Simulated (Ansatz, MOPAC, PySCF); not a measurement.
C3H9O2Sb, SMILES `[Sb]([OH])([OH])[CH](C)C`, neutral singlet in the gas phase. In the def2 sets core potentials replace the inner electrons of Sb.

Z-matrix (Å, degrees):
```
C
H 1 1.1043
C 1 1.5262 2 110.17
H 3 1.1016 1 111.29 2 58.73
H 3 1.1040 4 107.65 1 -122.53
H 3 1.1043 4 107.98 5 -115.20
C 1 1.5264 2 109.15 3 -126.10
H 7 1.1010 1 111.10 2 -55.15
H 7 1.1043 8 108.19 1 122.89
H 7 1.1046 8 107.77 9 115.28
Sb 1 2.1981 2 101.34 7 -116.77
O 11 2.0056 1 94.69 2 -54.84
H 12 0.9697 11 110.51 1 40.87
O 11 2.0122 12 99.20 13 -47.89
H 14 0.9675 11 111.07 12 -93.60
```
Charge 0, spin multiplicity 1.

All levels are single points at this geometry (B3LYP-D3(BJ)/def2-SVP); Pople sets use spherical d functions. Orbital energies aren't observables, and empty levels follow the basis.

| level | HOMO (eV) | LUMO (eV) | gap (eV) | dipole (D) | vertical IE, Delta-SCF (eV) |
|---|---|---|---|---|---|
| CAM-B3LYP-D3(BJ)/def2-TZVP in Ansatz | -8.19 | 0.12 | 8.31 | 1.47 | – |
| PBE-D3(BJ)/def2-TZVP in Ansatz | -5.82 | -1.53 | 4.29 | 1.27 | 8.53 |
| PBE0-D3(BJ)/def2-TZVP in Ansatz | -6.92 | -0.77 | 6.15 | 1.39 | 8.76 |
| B3LYP/6-31G* (LANL2DZ on Sb) in PySCF | -6.56 | -0.60 | 5.96 | 1.35 | 8.70 |
| HF/6-31G* (LANL2DZ on Sb) in PySCF | -9.31 | 2.59 | 11.89 | 1.79 | 8.29 |
| AM1 in MOPAC | -9.39 | 0.76 | 10.14 | 2.00 | – |
| PM3 in MOPAC | -9.79 | -0.24 | 9.55 | 2.40 | – |
| PM6 in MOPAC | -9.68 | 0.68 | 10.36 | 1.86 | – |
| PM7 in MOPAC | -9.40 | 0.34 | 9.74 | 3.00 | – |

Ansatz is a first-principles code.
